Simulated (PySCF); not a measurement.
## Two-component Hartree-Fock for P⁺ (phosphorus, charge +1)

Start: [Ne] 3s1 3p2 4s1; 3s1/2 filled at m_j = +1/2; 3p3/2 filled at m_j = +1/2, +3/2; 4s1/2 filled at m_j = +1/2. Calculated with PySCF 2.14 in x2c-SVPall-2c with one added diffuse shell each of s, p type (5s5p1d, 25 functions): generalised Hartree-Fock with the X2C-1e Hamiltonian and a Gaussian nucleus; one run each with spin-orbit coupling (SO) switched off, then screened by Boettger's factors. This is a chosen level, not necessarily the ground level.

```csv
spinor shell,electrons,"ε, spin-free (eV)","ε, screened SO (eV)",weight of nominal j (screened SO),"rms radius, screened SO (bohr)"
1s1/2,2,-2199.5,-2199.5,1.000,0.120
2s1/2,2,-223.23,-223.24,1.000,0.561
2p1/2,2,-165.13,-166.03,0.761,0.538
2p3/2,4,-165.13,-164.70,0.880,0.539
3s1/2,1,-37.469,-37.472,0.999,1.86
3p3/2,2,-25.253,-25.242,0.829,2.16
4s1/2,1,-8.860,-8.861,1.000,4.98
```

| quantity | spin-free | screened SO |
| --- | --- | --- |
| E (hartree) | -340.45566 | -340.45492 |
| M_J | 3 | 3 |
| ⟨J²⟩ | 12.003 | 12.003 |
| ⟨L²⟩ | 2.003 | 2.004 |
| ⟨S²⟩ | 6.000 | 6.000 |

Each row is a mean over spinors that exchange with the open shell spreads, by up to 1.992 eV (2p3/2).

Rows whose weight is well below 1 are mixtures of j = l ± 1/2: exchange outweighs spin-orbit coupling there, and the label is only the starting occupation.

Without spin-orbit coupling the j labels of p, d and f shells carry no meaning; the spin-free column gives the mean over the occupied spinors of each nl shell.
